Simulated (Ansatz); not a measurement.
# Molecular dynamics of H₃OF

Input:

```yaml
crystal:
  lattice:
    - [7.465022, 0.0, 0.0]
    - [0.0, 7.465022, 0.0]
    - [0.0, 0.0, 7.465022]
  atoms:
    - { symbol: F, position: [-0.05558681, 0.42150673, 0.82189675] }
    - { symbol: H, position: [-0.03388153, 0.37482302, 0.92976542] }
    - { symbol: F, position: [0.7782144, 1.05296823, 0.78017742] }
    - { symbol: H, position: [0.78528215, 1.09377696, 0.90198667] }
    - { symbol: F, position: [0.54998817, 0.51796249, 0.85573974] }
    - { symbol: H, position: [0.53933662, 0.61875284, 0.76468439] }
    - { symbol: F, position: [0.23394377, 0.76331558, 0.43568978] }
    - { symbol: H, position: [0.13640757, 0.70967357, 0.51700304] }
    - { symbol: F, position: [0.00549624, 0.76436598, 0.95192711] }
    - { symbol: H, position: [-0.04348663, 0.85767698, 0.88242105] }
    - { symbol: O, position: [0.9195302, 0.68373929, 0.61313164] }
    - { symbol: H, position: [0.85198953, 0.78393415, 0.66160535] }
    - { symbol: H, position: [0.95278438, 0.5960885, 0.72405022] }
    - { symbol: O, position: [0.67758022, 0.31228281, 0.31209807] }
    - { symbol: H, position: [0.56704697, 0.38139532, 0.2493258] }
    - { symbol: H, position: [0.76923129, 0.41485903, 0.30166483] }
    - { symbol: O, position: [0.85942841, 0.13193941, 0.08744485] }
    - { symbol: H, position: [0.77162808, 0.16723106, 0.18447395] }
    - { symbol: H, position: [0.94361691, 0.02700204, 0.10329107] }
    - { symbol: O, position: [0.53710214, 0.78836028, 0.66120758] }
    - { symbol: H, position: [0.59490534, 0.90013032, 0.67704237] }
    - { symbol: H, position: [0.46016756, 0.78472611, 0.55943194] }
    - { symbol: O, position: [0.32299786, 0.4743352, 0.14313618] }
    - { symbol: H, position: [0.29881595, 0.56441078, 0.22806822] }
    - { symbol: H, position: [0.38691373, 0.54684943, 0.06360615] }
basis:
  ecutwfc: 420.0
kpoints:
  mp_grid: { grid: [1, 1, 1] }
hamiltonian:
  xc: pbe
  dispersion: d3bj
scf:
  occupations: { method: fermi_dirac, width: 0.05 }
  lower_state_search: "off"
md:
  timestep: 0.5
  n_steps: 400
  ensemble: nvt_langevin
  temperature: 700.0
  initial_velocities: maxwell_boltzmann
  seed: 477117
  friction: 0.01
```

Command:

```bash
$ ansatz run input.yaml --threads 1 --pin off --max-ram 3072MiB --backend cpu --events-out ev --progress --plain --runs-dir out
```

It goes on from the last frame of an earlier run, with new velocities.

Output, in part (step lines):

```
md step     0: t =     0.00 fs  T =   672.0 K  F+E_penalty+E_count = -7119.67305464 eV  E_kin = 2.171568 eV  (8 SCF iters)
md step     1: t =     0.50 fs  T =   658.9 K  F+E_penalty+E_count = -7119.64788826 eV  E_kin = 2.129314 eV  (8 SCF iters)
md step     2: t =     1.00 fs  T =   669.3 K  F+E_penalty+E_count = -7119.69045927 eV  E_kin = 2.162710 eV  (8 SCF iters)
md step     3: t =     1.50 fs  T =   683.3 K  F+E_penalty+E_count = -7119.78678051 eV  E_kin = 2.208205 eV  (8 SCF iters)
md step     4: t =     2.00 fs  T =   713.7 K  F+E_penalty+E_count = -7119.89732131 eV  E_kin = 2.306226 eV  (8 SCF iters)
md step     5: t =     2.50 fs  T =   746.8 K  F+E_penalty+E_count = -7119.98194036 eV  E_kin = 2.413158 eV  (6 SCF iters)
md step     6: t =     3.00 fs  T =   769.9 K  F+E_penalty+E_count = -7120.01160843 eV  E_kin = 2.487824 eV  (6 SCF iters)
md step     7: t =     3.50 fs  T =   760.8 K  F+E_penalty+E_count = -7119.99784341 eV  E_kin = 2.458392 eV  (6 SCF iters)
[... lines left out ...]
md step   400: t =   200.00 fs  T =   781.0 K  F+E_penalty+E_count = -7120.42745018 eV  E_kin = 2.523689 eV  (8 SCF iters)
```

The steps, from the saved trajectory:

```csv
time (fs),T (K),potential energy less start (eV)
0.0,672,0.000
6.5,700,-0.253
13.0,691,-0.272
19.5,591,-0.055
26.0,621,-0.366
32.5,572,-0.052
39.0,488,0.031
45.5,536,0.048
52.0,778,-0.326
58.5,758,-0.225
65.0,814,-0.028
71.5,783,-0.010
78.0,777,-0.147
84.5,759,-0.102
91.0,609,0.161
97.5,558,0.316
104.0,639,0.030
110.5,623,0.115
117.0,565,0.037
123.5,607,-0.238
130.0,723,-0.531
136.5,567,-0.233
143.0,657,-0.400
149.5,507,-0.012
156.0,618,-0.410
162.5,595,-0.217
169.0,613,-0.266
175.5,751,-0.720
182.0,544,-0.111
188.5,639,-0.508
195.0,644,-0.327
```

All steps were run. The mean temperature of the second half is 13 % below the set value. A run of 0.2 ps of so small a system gives no equilibrium averages. Limits of this set-up: coarse k mesh.

Mean squared displacements from the first frame to the last, about the centre of mass: F 0.74 Å², H 1.45 Å², O 0.51 Å².

Last frame:

```xyz
25
Lattice="7.4650 0.0000 0.0000 0.0000 7.4650 0.0000 0.0000 0.0000 7.4650" Properties=species:S:1:pos:R:3
F -0.561 3.204 5.679
H -0.742 2.741 6.420
F 5.764 7.875 6.320
H 5.956 8.605 6.895
F 3.923 3.917 5.757
H 4.023 4.704 5.127
F 1.825 5.712 3.273
H 0.755 5.514 3.416
F -0.416 6.592 8.496
H -0.667 7.046 7.679
O 6.981 5.307 3.586
H 6.475 5.865 2.951
H 6.387 4.536 3.700
O 4.164 2.358 1.958
H 3.750 1.541 2.179
H 3.414 2.934 1.702
O 6.494 1.848 0.715
H 5.730 2.163 1.244
H 7.355 2.102 1.027
O 4.160 6.258 4.379
H 4.321 7.018 4.999
H 3.310 6.417 3.883
O 2.040 3.622 1.329
H 2.004 4.134 2.140
H 1.858 4.241 0.514
```

Run time: 13 min on 1 thread of Arm Neoverse V1 (shared host), peak memory 0.43 GiB.
